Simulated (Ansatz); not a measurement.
Mulliken charges of `[Cl][Al]([Cl])[SeH]` from ωB97M-V/def2-TZVPP in Ansatz (PBE0-D4/def2-TZVP geometry).

```csv
atom,x (Å),y (Å),z (Å),charge (e)
Cl1,-1.129,-1.389,1.240,-0.193
Al2,0.379,-0.407,0.195,0.463
Cl3,2.327,-1.125,0.281,-0.192
Se4,-0.052,1.460,-1.059,-0.166
H5,-1.475,1.387,-0.699,0.088
```

Problem. By hand: the dipole of these point charges (1 e Å = 4.8032 D).

Solution. Σ q r = (-0.175, 0.175, -0.089) e Å, of length 0.263 e Å = 1.26 D.

Problem. How does the dipole of the full density compare? (Best estimate.)

Solution. The calculation gave: (-0.147, 0.125, -0.059) e Å, 0.97 D; the point charges give 1.30 times that, at 5° from its direction.

Point charges leave out the atoms' own dipoles, such as those of lone pairs, and Mulliken's split depends on the basis, so the two needn't agree.
